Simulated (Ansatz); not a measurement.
`C[O][W]([F])([F])([F])([F])[O]C` at its PBE0-D4/def2-TZVP geometry, where that method's forces vanish. Charge 0, multiplicity 1. W takes the def2 core potential.

```xyz
15

C     1.9585    1.5099    1.2130
O     1.0929    0.6599    0.5150
W    -0.6239    0.0130    0.5188
F    -1.2268    1.2102   -0.7890
F    -1.0074    1.3636    1.7568
F    -2.3958   -0.5089    0.7873
F    -0.1877   -1.1941    1.8684
O    -0.3968   -1.1964   -0.8315
C    -0.8520   -1.6683   -2.0660
H     1.3754    2.1840    1.8465
H     2.5460    2.0852    0.4952
H     2.6274    0.9074    1.8321
H    -1.1635   -0.8187   -2.6800
H    -1.7015   -2.3363   -1.9054
H    -0.0449   -2.2105   -2.5612
```

Question: What forces (eV/Å) does B3LYP-D4/def2-TZVPP give on these atoms in Ansatz 0.2.0? (Estimate.)

Answer: The calculation gave: 
```
C1   0.245  0.217  0.165
O2   0.215 -0.017 -0.133
W3   0.041 -0.051 -0.014
F4  -0.134  0.267 -0.288
F5  -0.096  0.306  0.283
F6  -0.407 -0.120  0.062
F7   0.099 -0.270  0.307
O8   0.139 -0.189 -0.071
C9  -0.104 -0.134 -0.315
H10  0.046 -0.033 -0.033
H11 -0.022 -0.023  0.049
H12 -0.028  0.043 -0.027
H13  0.014 -0.056  0.023
H14  0.045  0.034 -0.023
H15 -0.052  0.026  0.015
```

B3LYP here is the variant with VWN-RPA as its local correlation; programs differ in this.
